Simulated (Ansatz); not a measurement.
Basis-set extrapolation for C₂H₅AlBNO, SMILES `C=[N][Al]1[O][B]1C` (PBE0-D4/def2-TZVP geometry, frozen core, Ansatz). Multiplicity 1, RHF reference.

```tsv
	def2-TZVPP	def2-QZVPP
HF	-474.703738	-474.721711
MP2 correlation	-0.926677	-0.991550
CCSD(T) correlation	-1.003531	not run
```

Energies in hartree. Use E(X) = E(∞) + A·exp(−7.88·√X) for Hartree–Fock and E(X) = E(∞) + B·X^(−2.97) for correlation, with X = 3 and 4, and add CCSD(T) minus MP2 of the smaller set to the MP2 limit.

Problem. What is the CCSD(T) energy at the basis-set limit?

Solution. HF limit: -474.721711 + (-0.017973) × 0.13774 = -474.72419. MP2 limit: -0.991550 + (-0.064873) × 0.74074 = -1.03960. Higher-order term: -1.003531 − (-0.926677) = -0.07685. Total: -475.84064 hartree, 350.2 kJ/mol below CCSD(T)/def2-TZVPP.
